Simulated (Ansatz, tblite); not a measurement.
Removing and adding an electron: Al7P8H22⁺, a nanocrystal cut from wurtzite AlP (hydrogen-capped). Charge 1, multiplicity 1. Geometry: PBE-D4/def2-SVP. Ansatz, gas phase; energy differences of separate SCF runs; the oxidised species was run as a doublet alone; the reduced species was run as a doublet alone.

Cartesian coordinates in Å:
```
Al 4.390 -0.784 -0.297
P 3.284 -1.117 -2.452
P 2.581 0.367 0.869
Al 0.968 1.763 -0.222
Al 1.003 -1.845 -2.252
P -0.084 0.245 -1.800
P -0.816 2.285 1.290
Al -2.907 3.341 0.607
Al -2.479 0.126 -1.823
P -3.036 2.459 -1.670
Al 1.844 -1.629 1.924
P 1.037 -2.846 -0.032
P -0.221 -1.066 3.078
Al -1.943 0.508 2.391
P -2.933 -0.602 0.456
H 5.763 0.011 -0.393
H 4.185 -2.292 0.261
H 3.292 -0.009 -3.354
H 4.010 -2.069 -3.233
H 3.192 1.150 1.900
H 1.588 3.025 -0.969
H 0.359 -2.780 -3.363
H 0.135 0.906 -3.056
H -0.266 3.102 2.329
H -2.934 4.928 0.686
H -3.979 2.323 1.270
H -3.157 -0.789 -2.931
H -2.266 3.138 -2.664
H -4.347 2.661 -2.200
H 2.807 -2.455 2.876
H 1.710 -4.104 -0.100
H -0.289 -3.328 0.211
H 0.254 -0.490 4.299
H -0.816 -2.243 3.636
H -2.947 0.793 3.586
H -2.635 -2.002 0.497
H -4.346 -0.681 0.647
```

The xTB rows come from tblite. LC-ωPBE has ω = 0.4 bohr⁻¹. Single mean-field runs in def2-TZVP are fitted with def2-universal-jkfit. HOMO above LUMO, or a gap near zero within one spin, warns that the state may not be the lowest or that an electron is smeared out.

(1) Estimate orbital energies and vertical ionisation energies and electron affinities at: GFN1-xTB; GFN2-xTB; PBE-D4/def2-TZVP; PBE0-D4/def2-TZVP; LC-ωPBE/def2-TZVP.

Results:

(1) 
| level | −HOMO (eV) | vertical IE (eV) | −LUMO (eV) | vertical EA (eV) | HOMO–LUMO gap (eV) | IE − EA (eV) | remarks |
| --- | --- | --- | --- | --- | --- | --- | --- |
| GFN1-xTB | 13.33 | 15.01 | 9.57 | 8.00 | 3.75 | 7.01 | – |
| GFN2-xTB | 13.17 | 14.80 | 10.31 | 8.67 | 2.86 | 6.14 | – |
| PBE-D4/def2-TZVP | 9.29 | 11.00 | 5.39 | 3.89 | 3.90 | 7.11 | gap within one spin near zero (+2 doublet) |
| PBE0-D4/def2-TZVP | 10.31 | 11.51 | 4.66 | 3.70 | 5.66 | 7.81 | – |
| LC-ωPBE/def2-TZVP | 12.75 | 12.13 | 2.64 | 3.27 | 10.11 | 8.86 | – |

   Raw xTB energy differences between charge states are shifted by several eV; the methods need an empirical correction for them.
